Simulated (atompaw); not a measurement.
# Rb: one change to a PAW (atompaw) potential, before and after

Rb, PAW, made with atompaw 4.2.0.5 (PBE, scalar-relativistic). Core [Ar] 3d10, reference 4s2 4p6 5s1 5p0. Waves: 4s (bound): rc 1.90 bohr; 5s (bound): rc 3.00 bohr; 4p (bound): rc 2.00 bohr; 5p (bound, empty): rc 3.00 bohr; 4d channel at -0.15 Ry: rc 3.00 bohr; 4d channel at 2.25 Ry: rc 2.55 bohr. Local part: bessel scheme, radius 2.55 bohr. Core correction: smooth core density matched at 1.60 bohr. Augmentation charge: sinc compensation charge, radius 2.15 bohr; PAW radius 3.00 bohr; waves and projectors: custom rrkj gramschmidtortho.

Change: wave 4p (bound): rc 2.00 bohr becomes 4p (bound): rc 2.60 bohr.

Cutoffs: the cutoffs (Ry, on a coarse ladder) from which the occupation-weighted sum of valence levels, in a spherical-Bessel basis at the reference potential, stays within 10 and 1 mRy of its value at 400 Ry; they do not see the model core or the augmentation charge, which bear on the density cutoff.

**Question.** What does the change do?

**Answer.** The potential gets softer (18 Ry and 30 Ry → 12 Ry and 18 Ry); neither file shows a bound ghost.

| quantity | base | changed |
| --- | --- | --- |
| cutoff, loose | 18 Ry | 12 Ry |
| cutoff, tight | 30 Ry | 18 Ry |
| loose cutoff by channel (10 mRy a level) | s 10 Ry, p 15 Ry | s 10 Ry, p 8 Ry |
| bound ghosts | none | none |
| s: phases at 3.02 bohr within 0.05 rad from the reference energy up to (Ry; the scan ends near 5) | 3.9 | 3.9 |
| p: phases at 3.02 bohr within 0.05 rad from the reference energy up to (Ry; the scan ends near 5) | 1.1 | 1.0 |
| d: phases at 3.02 bohr within 0.05 rad from the reference energy up to (Ry; the scan ends near 5) | to the end of the scan | to the end of the scan |
| lowest overlap eigenvalue by channel | s 0.05, p 0.00, d 0.52 | s 0.05, p 0.10, d 0.52 |

 The cutoffs see the waves, projectors and local potential, not the compensation charge or the core.
